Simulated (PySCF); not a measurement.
## Bond length, frequency and bond energy of SrCd⁺ by level of theory

State: ²Σ⁺ (doublet), unpaired electrons σ ↑. Set-up: basis Sr def2-SVPD with ECP28, Cd def2-SVPD with ECP28; scalar-relativistic core potentials; PySCF 2.14. De refers to Sr⁺ + Cd in their ground configurations, without counterpoise correction. The functionals are run spin-unrestricted. A positive dipole points towards Cd; it is taken about the centre of mass and depends on that origin.

| Level | Re (Å) | ωe (cm⁻¹) | De (eV) | μ (D) |
| --- | --- | --- | --- | --- |
| UHF | 3.815 | 60.5 | 0.268 | -5.56 |
| UHF-MP2 | 3.530 | 71.3 | 0.336 | n/a |
| UHF-SCS-MP2 | 3.577 | 67.2 | 0.304 | n/a |
| LDA | 3.407 | 85.0 | 0.57 | -5.91 |
| PBE | 3.537 | 75.8 | 0.469 | -6.01 |
| r²SCAN | 3.524 | 77.7 | 0.451 | -5.96 |
| TPSSh | 3.541 | 77.0 | 0.472 | -5.79 |
| PBE0 | 3.557 | 75.8 | 0.447 | -5.84 |

**Question.** What does a quarter of exact exchange do here, going from PBE to PBE0?

**Answer.** PBE0 less PBE: +2.0 pm in Re, +0.0 % in ωe, -0.02 eV in De. Exact exchange removes part of the self-interaction that spreads semilocal densities, and in most molecules shortens and stiffens the bond and lowers De; here Re goes the other way.

**Question.** What does second-order correlation do here, going from UHF to UHF-MP2?

**Answer.** UHF-MP2 less UHF: -28.5 pm in Re, +17.9 % in ωe, +0.07 eV in De. Correlation nearly always deepens the well. The bond shortens, as in weak, metallic or heavy-atom bonds, where dispersion and the correlation of outer-core electrons pull the atoms together.

Correlated steps freeze no core orbitals. Correlated levels converge slowly with the basis: in double zeta they bind strong bonds too weakly, by up to about 1 eV, and carry superposition errors of some tenths. Spin–orbit coupling is left out. For an ion De counts to the pair picked by the measured ionisation energies or electron affinities, which need not be the lowest pair at this level. The state was picked by a PBE0 search and need not be the measured ground state.

The whole job (state search and all levels along the bond) took about 2.6 min on 1 thread of Arm Neoverse V1 (shared host), peak memory 0.77 GiB.
